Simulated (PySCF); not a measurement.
# Electron correlation in Cl (chlorine, neutral)

[Ne] 3s1 3p6, 2S determinant (an excited configuration). Computed with PySCF 2.14 in aug-cc-pVTZ-DK, with scalar relativity by spin-free X2C-1e. Frozen: [Ne]; 7 electrons correlated.

MP2 pair energies summed by pair of shells (mhartree):

```csv
pair,energy,share (%)
3p-3p,-224.58,89.9
3s-3p,-25.12,10.1
```

Total MP2 correlation energy: -249.70 mhartree.

Same-spin part -47.35 and opposite-spin part -202.35 mhartree; SCS-MP2 scales them by 1/3 and 6/5 to -258.60 mhartree.
